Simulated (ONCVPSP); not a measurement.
Logarithmic derivatives: rhenium (Re), ONCV

```
Element                 : rhenium (Re)
Generator               : ONCVPSP 4.0.1
Type                    : optimised norm-conserving Vanderbilt (ONCV)
Functional              : LDA (Perdew-Zunger)
Relativity              : fully relativistic
Frozen core             : [Kr] 4d10
Valence charge          : 29
Reference configuration : 4f14 5s2 5p6 5d5 (charge +2)
Partial waves           : 5s: rc 1.35 bohr, ncon 4, nbas 8, qcut 6.9 1/bohr, 2 projectors, debl 2.8 Ha; 5p: rc 2.05 bohr, ncon 3, nbas 7, qcut 5.6 1/bohr, 1 projector; 5d: rc 1.95 bohr, ncon 3, nbas 8, qcut 9.2 1/bohr, 1 projector; 4f: rc 0.65 bohr, ncon 5, nbas 10, qcut 26.8 1/bohr, 3 projectors, debl 3.1 Ha
Local potential         : polynomial inside 0.60 bohr (lpopt 3, dvloc0 1 Ha)
Core correction         : none
```

Open shells are filled in proportion to 2j + 1.

In the s channel the program set the typed energies aside and used -3.749, 0.250 Ha.

The phase is arctan(r·R′/R) of the radial function R(r), unwrapped; energies in Ha, scanned from -5 to 5 Ha. A pole is an energy at which the radial function vanishes at the test radius. The pseudo phase is shifted by a multiple of π to meet the all-electron one at the reference energy, and phase errors are pseudo minus all-electron; the curves can meet again beyond the range given. Levels narrower than the energy grid can be missing from the lists of poles.

| channel | radius (bohr) | reference energy (Ha) | poles, all-electron | poles, pseudo | unbroken range about the reference energy with phases within 0.05 rad | phase error 1 Ha above the reference energy (rad) |
| --- | --- | --- | --- | --- | --- | --- |
| s | 1.37 | -3.75 | -2.09 | -2.09 | the whole range | -0.000 |
| p3/2 | 2.08 | -2.24 | -1.99, 3.74 | -2.00, 3.17 | below -0.3 | -0.005 |
| p1/2 | 2.08 | -2.64 | -2.49, 3.16 | -2.49, 3.04 | below 4.8 | +0.001 |
| d5/2 | 1.97 | -0.78 | 0.17 | 0.09, 0.91 | below 0.3 | -0.032 |
| d3/2 | 1.97 | -0.82 | 0.07 | 0.03, 1.32 | below 0.5 | -0.017 |
| f7/2 | 0.66 | -2.14 | 3.61 | 3.60 | the whole range | -0.000 |
| f5/2 | 0.66 | -2.23 | 3.38 | 3.38 | the whole range | -0.000 |

Note: ghosts flagged at negative energy: s at -523.9 eV, p3/2 at -239.5 eV, p1/2 at -196.2 eV; GHOST(+) flagged for d5/2 at 15.3 eV, d3/2 at 31.9 eV. A true bound ghost makes a file unfit for plane-wave use.

Phases in the d5/2 channel:

| E (Ha) | all-electron | pseudo |
| --- | --- | --- |
| -4.96 | 1.352 | 1.351 |
| -4.72 | 1.343 | 1.343 |
| -4.48 | 1.333 | 1.333 |
| -4.24 | 1.322 | 1.322 |
| -4.00 | 1.309 | 1.309 |
| -3.76 | 1.294 | 1.294 |
| -3.52 | 1.277 | 1.276 |
| -3.28 | 1.256 | 1.255 |
| -3.04 | 1.230 | 1.229 |
| -2.80 | 1.198 | 1.196 |
| -2.56 | 1.155 | 1.153 |
| -2.32 | 1.096 | 1.093 |
| -2.08 | 1.009 | 1.006 |
| -1.84 | 0.871 | 0.866 |
| -1.60 | 0.624 | 0.616 |
| -1.36 | 0.157 | 0.148 |
| -1.12 | -0.500 | -0.504 |
| -0.88 | -0.980 | -0.980 |
| -0.64 | -1.236 | -1.237 |
| -0.40 | -1.383 | -1.386 |
| -0.16 | -1.478 | -1.486 |
| 0.08 | -1.548 | -1.567 |
| 0.32 | -1.605 | -1.655 |
| 0.56 | -1.655 | -1.940 |
| 0.80 | -1.703 | -4.630 |
| 1.04 | -1.755 | -4.769 |
| 1.28 | -1.813 | -4.835 |
| 1.52 | -1.887 | -4.894 |
| 1.76 | -1.989 | -4.957 |
| 2.00 | -2.144 | -5.035 |
| 2.24 | -2.408 | -5.144 |
| 2.48 | -2.869 | -5.312 |
| 2.72 | -3.466 | -5.602 |
| 2.96 | -3.909 | -6.101 |
| 3.20 | -4.159 | -6.694 |
| 3.44 | -4.305 | -7.100 |
| 3.68 | -4.398 | -7.327 |
| 3.92 | -4.462 | -7.461 |
| 4.16 | -4.509 | -7.547 |
| 4.40 | -4.546 | -7.608 |
| 4.64 | -4.575 | -7.652 |
| 4.88 | -4.600 | -7.687 |
